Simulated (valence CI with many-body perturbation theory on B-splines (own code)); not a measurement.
# Sn16+: magnetic and hyperfine properties of the levels

Calculated by valence CI with perturbative core correlation (CI+MBPT): six valence electrons over a frozen Dirac-Fock core [Ar] 3d10, a basis of 9 s, 9 p, 8 d, 6 f, 3 g, 1 h functions for each j, with the one-electron correlation potential Σ1, the two-electron term Σ2, the three-electron term Σ3, Breit, model QED; selected CI, second order for the rest, scaled by the run's own slope (own B-spline code, finite nucleus).

No measured levels were compared; by estimate levels hold to about 250 cm⁻¹ or 0.2 % of their energy and the worst to 1 %, as in measured heavy ions of charge 2 to 7; those with d or f electrons hold less well. Among the levels kept, up to 1100 cm⁻¹ of a level comes from second order outside the variational space, and about a tenth of that is noise between levels of different J, which matters for small intervals.

A/g_I is the dipole constant over the nuclear g factor μ/I (μ in nuclear magnetons, uniformly magnetised nucleus), B/Q the quadrupole constant per barn. Both hold the static response of the core; the bare values leave it out. Large factors of s and p1/2 electrons are usually good to 5 to 10 %; those of open d and f shells near neutrality can be off by tens of per cent, and small factors of p3/2, d and f electrons come from cancelling terms and can be off by a factor of two or in sign, in half-filled shells by more. B is blank for J = 1/2, where it vanishes, and for nearly pure S terms. Energies count from the lowest level. Levels with J = 0 are left out.

Names give the largest LS component (configuration and term), which can be under half, so a name can repeat, a term be missing and a line seem to break the LS rules; names also repeat where a configuration has a term twice. Letters in brackets count levels of one name in rising energy.

| Level | E (cm⁻¹) | g | A/g_I (MHz) | A/g_I bare | B/Q (MHz/b) | B/Q bare |
| --- | --- | --- | --- | --- | --- | --- |
| 4s2.4p4 3P_2 | 0 | 1.396 | 9200 | 8590 | 7290 | 6870 |
| 4s2.4p4 3P_1 | 73316 | 1.500 | -2540 | -2580 | -8810 | -8290 |
| 4s2.4p4 1D_2 | 93907 | 1.103 | 21700 | 20600 | -25000 | -23500 |
| 4s.4p5 3P°_2 | 419460 | 1.499 | 50600 | 48000 | -16400 | -15500 |
| 4s.4p5 3P°_1 | 452140 | 1.396 | 185 | 130 | 4360 | 4110 |
| 4s.4p5 1P°_1 | 542220 | 1.102 | 78800 | 74800 | -10800 | -10200 |
| 4s2.4p3.4d 5D°_2 [a] | 558010 | 1.131 | 5890 | 5560 | -1230 | -1160 |
| 4s2.4p3.4d 5D°_3 | 561620 | 1.323 | 4480 | 4230 | 5110 | 4800 |
| 4s2.4p3.4d 5D°_1 | 568080 | 1.417 | 1410 | 1330 | -3810 | -3570 |
| 4s2.4p3.4d 5D°_4 | 573490 | 1.390 | 2790 | 2610 | 6380 | 5950 |
| 4s2.4p3.4d 5D°_2 [b] | 586410 | 1.271 | 1890 | 1840 | -5030 | -4740 |
| 4s2.4p3.4d 3G°_3 | 613990 | 1.121 | 3300 | 3170 | 12500 | 11700 |
| 4s2.4p3.4d 3D°_1 [a] | 621080 | 0.664 | 13500 | 13000 | -2370 | -2240 |
| 4s2.4p3.4d 3F°_2 [a] | 623390 | 0.950 | 15200 | 14500 | -15900 | -15000 |
| 4s2.4p3.4d 3F°_3 [a] | 631890 | 1.137 | 12300 | 11700 | -10700 | -10100 |
| 4s2.4p3.4d 3D°_3 [a] | 637640 | 1.157 | 1790 | 1730 | 7980 | 7480 |
| 4s2.4p3.4d 3G°_4 | 643530 | 1.181 | 6690 | 6390 | 5780 | 5410 |
| 4s2.4p3.4d 3D°_1 [b] | 650000 | 0.648 | 1530 | 1660 | -1260 | -1200 |
| 4s2.4p3.4d 3F°_4 [a] | 652620 | 1.213 | 6970 | 6660 | 10800 | 10100 |
| 4s2.4p3.4d 1G°_4 | 663280 | 1.063 | 12200 | 11500 | -2770 | -2650 |
| 4s2.4p3.4d 3G°_5 | 667870 | 1.199 | 10400 | 9850 | 3490 | 3240 |
| 4s2.4p3.4d 3F°_2 [b] | 674560 | 0.942 | 15100 | 14500 | 8490 | 7980 |
| 4s2.4p3.4d 3P°_1 [a] | 685010 | 1.326 | 6370 | 6210 | 993 | 946 |
| 4s2.4p3.4d 3D°_2 | 700020 | 1.217 | -4770 | -4420 | 12700 | 11900 |
| 4s2.4p3.4d 3F°_2 [c] | 708660 | 1.036 | 8920 | 8540 | 8260 | 7760 |
| 4s2.4p3.4d 3F°_3 [b] | 710640 | 1.100 | 10100 | 9700 | 3920 | 3640 |
| 4s2.4p3.4d 3D°_3 [b] | 718870 | 1.132 | 10100 | 9570 | 1750 | 1620 |
| 4s2.4p3.4d 3P°_2 [a] | 725690 | 1.281 | 12200 | 11600 | -669 | -638 |
| 4s2.4p3.4d 3P°_1 [b] | 727080 | 1.255 | 6290 | 5770 | -6440 | -6060 |
| 4s2.4p3.4d 3S°_1 | 740390 | 1.695 | 14000 | 13200 | 332 | 319 |
| 4s2.4p3.4d 3D°_3 [c] | 745450 | 1.229 | 4010 | 3780 | 6180 | 5820 |
| 4s2.4p3.4d 3F°_4 [b] | 752020 | 1.200 | 5210 | 4990 | -5700 | -5420 |
| 4s2.4p3.4d 3P°_2 [b] | 760580 | 1.277 | 2440 | 2360 | 13800 | 13000 |

(1) Take the isotope of mass number 117, with I = 1/2, μ = -0.9995 μN. What is the hyperfine structure of 4s.4p5 3P°_1?

Answers

(1) From the table A = -371 MHz. Shifts from the centre of gravity in MHz: F = 1/2: 371, F = 3/2: -186.
